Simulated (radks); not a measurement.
Question: All-electron atom: the selenium ion Se10+ in [Ar] 3d6 (the NIST ground configuration). Method: Dirac Kohn-Sham, PBE, spin-unpolarised, spherical densities, point nucleus; open shells fill j = l - 1/2 first; computed with a radial shooting solver on a logarithmic mesh with Libxc functionals. Some entries of the table are withheld. Estimate them.

| orbital | occ. | eigenvalue (eV) | <r^2> (bohr^2) | <1/r> (bohr^-1) |
|---|---|---|---|---|
| 1s1/2 | 2 | -12751.86 | 0.002617 | 34.56 |
| 2s1/2 | 2 | -1858.810 | 0.04508 | 7.693 |
| 2p1/2 | 2 | -1693.729 | 0.03476 | 7.655 |
| 2p3/2 | 4 | -1651.928 | 0.03621 | 7.419 |
| 3s1/2 | 2 | -440.8213 | 0.3442 | 2.624 |
| 3p1/2 | 2 | -383.8215 | (1) | 2.527 |
| 3p3/2 | 4 | -377.1152 | (2) | 2.473 |
| 3d3/2 | 4 | -279.8641 | 0.3450 | (3) |
| 3d5/2 | 2 | -278.6950 | 0.3481 | (4) |

Answer: 
(1) 3p1/2 <r^2> (bohr^2): 0.3477
(2) 3p3/2 <r^2> (bohr^2): 0.3581
(3) 3d3/2 <1/r> (bohr^-1): 2.287
(4) 3d5/2 <1/r> (bohr^-1): 2.274
